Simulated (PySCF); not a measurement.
Species: B(vinyl)3, C6H9B.
Z-matrix (Å and degrees, PBE0-D3(BJ)/def2-SVP geometry), rows numbered from 1:
```
B 
C   1  1.5603
C   2  1.3439  1  123.74
H   2  1.0985  1  119.63  3  -174.95
H   3  1.0952  2  121.34  1     2.48
H   3  1.0960  2  122.36  1  -175.76
C   1  1.5629  2  120.73  3   149.11
C   7  1.3435  1  124.51  2     1.11
H   7  1.0989  1  118.71  2  -179.00
H   8  1.0956  7  121.64  1    -0.32
H   8  1.0959  7  122.56  1   179.84
C   1  1.5600  2  121.30  3   -30.99
C  12  1.3441  1  124.24  2   -30.56
H  12  1.0995  1  118.63  2   155.75
H  13  1.0953 12  121.16  1     3.25
H  13  1.0960 12  122.47  1  -174.90
```

Theory: TDDFT CAM-B3LYP/def2-SVPD, vertical, gas phase, core orbitals frozen in the response in PySCF 2.14.0, density-fitted response routines.

Frontier orbitals with the atoms that hold most of them (Löwdin shares over 4%, at most four atoms; ? is withheld):

```csv
orbital,ε (eV),atoms
HOMO-3,-10.16,"C7 16%, B1 15%, C2 13%, C12 12%"
HOMO-2,-9.88,"C2 19%, B1 15%, C12 15%, C7 9%"
HOMO-1,-9.04,"C13 26%, C12 24%, C3 14%, C2 13%"
HOMO,-8.94,?
LUMO,-1.01,?
LUMO+1,0.92,"C2 21%, C3 20%, B1 15%, C12 11%"
LUMO+2,1.32,"B1 30%, C8 12%, C3 11%, C13 8%"
```

Task: Which atoms hold the HOMO, and with what shares?

Result: C8 (bonded to C and 2 H) 22%; C7 (bonded to B, C and H) 22%; C3 (bonded to C and 2 H) 16%; C2 (bonded to B, C and H) 15%.

Task: Give the leading atoms of the LUMO.

Result: B1 (bonded to 3 C) 23%; C8 (bonded to C and 2 H) 16%; C13 (bonded to C and 2 H) 13%; C7 (bonded to B, C and H) 11%. By element: carbon 40% or more, boron 23%.

Task: The HOMO–LUMO gap is 7.92 eV. Where does the response calculation put the lowest singlet, and from which orbitals?

Result: S1 is at 4.99 eV (f = 0.069), 2.93 eV below the gap, made of HOMO-1→LUMO (66%), HOMO→LUMO (14%), HOMO-4→LUMO (13%). Its leading pair isn't HOMO and LUMO; the energies of that pair differ by 8.02 eV. Without the coupling terms of the response equations the lowest excitation would equal the gap.

Task: Give energy, strength and leading configuration of S3, S7 and S8, and follow the Löwdin shares of the leading atoms from the occupied to the empty orbital.

Result: 
- S3 (5.27 eV, f 0.373), HOMO→LUMO (71%): C8 22% → 16%, C7 22% → 11%, B1 at most 16% → 23%
- S7 (7.08 eV, f 0.051), HOMO→LUMO+1 (81%): C8 22% → at most 11%, C7 22% → at most 11%, C2 15% → 21%, C3 16% → 20%
- S8 (7.19 eV, f 0.189), HOMO-1→LUMO+1 (77%): C13 26% → at most 11%, C12 24% → 11%, C2 13% → 21%, C3 14% → 20%

Löwdin shares depend on the basis, the more so with diffuse functions.

One conformer stands for the species.
